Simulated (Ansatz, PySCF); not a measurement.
Be(OH)(NMe2) (C2H7BeNO), SMILES C[N](C)[Be][OH].

Geometry optimised at PBE0-D3(BJ)/def2-SVP. The structure was generated by enumeration; whether it is a known compound was not checked. One conformer was computed; it need not be the lowest.

Vertical ionisation energy (IE) and electron affinity (EA) in eV. Rows of orbital energies are one-electron estimates. Where ΔSCF, EOM or ADC give a negative EA the extra electron is unbound and the value depends on the basis.

| level | IE | EA |
|---|---|---|
| −ε(HOMO), −ε(LUMO), ωB97X/def2-TZVP (PySCF) | 8.46 | -1.48 |
| −ε(HOMO), −ε(LUMO), PBE/def2-TZVP (PySCF) | … | … |
| ΔSCF, PBE0/def2-SVPD (Ansatz), final states of multiplicity 2 and 2 | 8.23 | -0.94 |
| ΔSCF, PBE/def2-SVPD (Ansatz), final states of multiplicity 2 and 2 | 8.15 | -0.83 |

### Question
Complete the blanks. (Estimate from the structure and the level; the computed values follow.)

### Answer

- −ε(HOMO), −ε(LUMO), PBE/def2-TZVP (PySCF), IE: 4.81
- −ε(HOMO), −ε(LUMO), PBE/def2-TZVP (PySCF), EA: 0.80

### Question
What vertical singlet–triplet gap does ΔSCF give with PBE0/def2-SVPD (Ansatz, a program for electronic structure) and with PBE/def2-SVPD (Ansatz)? (The exact figures need the calculation; the answer reports its results.)

### Answer
4.82 and 4.60 eV (triplet above singlet where positive).
